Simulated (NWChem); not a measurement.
CH$_{3}$ClOSi; SMILES O=C[SiH2]Cl

```xyz
7

O      0.1880    -2.6028     0.0000
C      0.6160    -1.4633     0.0000
Si    -0.6659    -0.0036     0.0000
Cl     0.3187     1.8327     0.0000
H      1.7324    -1.2487     0.0000
H     -1.5137    -0.1271    -1.2310
H     -1.5137    -0.1271     1.2310
```
Atoms are numbered in this order, from 1.

All runs: NWChem. Structure relaxed at the PBE-D3(BJ)/def2-SVP level. Vertical excitations in the gas phase.

Task: Predict the results for PBE/aug-cc-pVDZ, full TDDFT. Quantities: lowest excitation, singlet (eV); oscillator strength of that lowest state; orbital gap (eV).

Result: 
| Quantity | Result |
|---|---|
| lowest excitation, singlet (eV) | 3.06 |
| oscillator strength of that lowest state | 0.001 |
| orbital gap (eV) | 2.78 |
